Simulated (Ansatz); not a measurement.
`Sc1ccc(-c2ccc(-c3ccc(-c4ccc(S)nc4)nc3)nc2)nc1`. Charge 0, multiplicity 1. Geometry PBE-D4/def2-SVP; atoms count from 1.

Cartesian coordinates in Å:
```
S -6.4256 6.8160 -1.2378
C -5.3295 5.4640 -0.9268
C -5.6626 4.3198 -0.1746
C -4.7078 3.3164 0.0006
C -3.4251 3.4599 -0.5779
C -2.3615 2.4398 -0.4371
C -1.0769 2.6696 -0.9767
C -0.0810 1.7060 -0.8349
C -0.3694 0.5029 -0.1470
C 0.6342 -0.5662 0.0552
C 0.2666 -1.7814 0.6733
C 1.2174 -2.7824 0.8575
C 2.5472 -2.5695 0.4206
C 3.6118 -3.5857 0.5753
C 3.3923 -4.8764 1.1096
C 4.4509 -5.7756 1.2229
C 5.7309 -5.3564 0.7913
S 7.0964 -6.4799 0.9240
N 5.9653 -4.1375 0.2797
C 4.9371 -3.2879 0.1777
N 2.9053 -1.4023 -0.1631
C 1.9897 -0.4501 -0.3342
N -1.6021 0.2739 0.3613
C -2.5488 1.2006 0.2195
N -3.1125 4.5638 -1.2954
C -4.0195 5.5219 -1.4637
H -7.4858 6.3095 -0.5482
H -6.6624 4.2132 0.2748
H -4.9670 2.4273 0.5925
H -0.8966 3.6168 -1.5051
H 0.9153 1.8874 -1.2618
H -0.7767 -1.9019 0.9986
H 0.9253 -3.7246 1.3422
H 2.3899 -5.1904 1.4370
H 4.2954 -6.7840 1.6344
H 7.9772 -5.5834 0.3959
H 5.1440 -2.2910 -0.2452
H 2.3571 0.4767 -0.8097
H -3.5306 0.9406 0.6539
H -3.7082 6.4006 -2.0589
```

Single mean-field runs in def2-TZVP are fitted with def2-universal-jkfit.

Q: Estimate the Mulliken populations of the heavy atoms from the PBE0/def2-TZVP orbitals of Ansatz.

A: 
```
atom  charge (e)
  S1       -0.15
  C2        0.17
  C3       -0.20
  C4       -0.22
  C5        0.24
  C6        0.08
  C7       -0.21
  C8       -0.18
  C9        0.28
 C10        0.04
 C11       -0.20
 C12       -0.19
 C13        0.31
 C14        0.03
 C15       -0.15
 C16       -0.18
 C17        0.20
 S18       -0.19
 N19       -0.23
 C20       -0.12
 N21       -0.22
 C22       -0.09
 N23       -0.22
 C24       -0.10
 N25       -0.22
 C26       -0.12
```
Mulliken values depend strongly on the basis.

Q: And the Mayer bond orders between heavy atoms (over 0.3)?

A: S1–C2 1.10 (1.77 Å); C2–C3 1.35 (1.41 Å); C2–C26 1.30 (1.42 Å); C3–C4 1.49 (1.40 Å); C4–C5 1.38 (1.41 Å); C5–C6 1.00 (1.48 Å); C5–N25 1.35 (1.35 Å); C6–C7 1.33 (1.41 Å); C6–C24 1.32 (1.41 Å); C7–C8 1.45 (1.39 Å); C8–C9 1.33 (1.42 Å); C9–C10 1.00 (1.48 Å); C9–N23 1.33 (1.35 Å); C10–C11 1.34 (1.41 Å); C10–C22 1.33 (1.42 Å); C11–C12 1.44 (1.39 Å); C12–C13 1.34 (1.42 Å); C13–C14 1.01 (1.48 Å); C13–N21 1.31 (1.35 Å); C14–C15 1.34 (1.41 Å); C14–C20 1.35 (1.42 Å); C15–C16 1.51 (1.39 Å); C16–C17 1.34 (1.41 Å); C17–S18 1.10 (1.77 Å); C17–N19 1.41 (1.34 Å); N19–C20 1.54 (1.34 Å); N21–C22 1.60 (1.33 Å); N23–C24 1.59 (1.33 Å); N25–C26 1.57 (1.33 Å).
